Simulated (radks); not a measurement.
Problem. These are the eigenvalues of the occupied orbitals of an atom or ion with whole-number occupations (eV). All-electron calculation, scalar-relativistic Kohn-Sham, PBE, spin-polarised, spherical densities, finite nucleus; Fermi nuclear charge, rms radius of each element as measured or else 0.836 A^(1/3) + 0.57 fm. Program: a radial shooting solver on a logarithmic mesh with Libxc functionals.

1s up: -34388.45
1s down: -34388.36
2s up: -5367.057
2s down: -5367.015
2p up: -4817.848
2p down: -4817.774
3s up: -1111.951
3s down: -1111.875
3p up: -934.5501
3p down: -934.4626
3d up: -671.4417
3d down: -671.3577
4s up: -215.1700
4s down: -214.9891
4p up: -158.9813
4p down: -158.7943
4d up: -77.0722
4d down: -76.7923
5s up: -36.4070
5s down: -34.7869
5p up: -23.7969
5p down: -22.1103
7s up: -3.9712

Which element is it, and in what charge state? The configuration may be excited. Open shells, if any, are filled with parallel spins first.

Solution. Z = 54, xenon, charge +1: Xe+ in [Kr] 4d10 5s2 5p4 7s1. The list shows which subshells hold electrons but not how many an open one holds; the 1s level, -1263.8 hartree, gives Z - s = 50.3 by -(Z - s)^2/2, which with screening and relativity narrows Z to a few neighbours, and the depths of the outer levels then fix element, charge and occupations together.
